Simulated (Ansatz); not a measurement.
Reaction (redistribution): `C[SiH2][AsH2]` + `BCCN` → `BCC[SiH2]C` + `N[AsH2]`

Computed with Ansatz on PBE0-D4/def2-TZVP structures; ΔE is electronic, products minus reactants. CCSD(T)/CBS is the MP2 limit (def2-TZVPP, def2-QZVPP) plus CCSD(T) − MP2 in def2-TZVPP, frozen cores. DFT in def2-TZVPP. B3LYP here is the variant with VWN-RPA as its local correlation; programs differ in this. For As outer-core shells are correlated without core-valence functions, which leaves a few kJ/mol of doubt a bond. Scalar relativity is left out up to krypton. One conformer a species, not always the lowest.

| level | ΔE (kJ/mol) |
| --- | --- |
| PBE-D4 | 16.6 |
| r2SCAN-D4 | 13.2 |
| B3LYP-D4 | 9.2 |
| r2SCAN | 13.8 |
| MP2/def2-TZVPP | 5.9 |
| CCSD(T)/def2-TZVPP | 8.4 |
| SCS-MP2/def2-QZVPP | 4.2 |
| CCSD/CBS(def2) | 10.4 |

Task: What does CCSD(T)/CBS give? (Best estimate.)

Result: Ansatz gave: +10.4 kJ/mol. The listed levels differ from it by 6.2, 2.8, -1.2, 3.4, -4.5, -2.0, -6.2, 0.0 kJ/mol.

Largest T1 diagnostic among the species: 0.011.
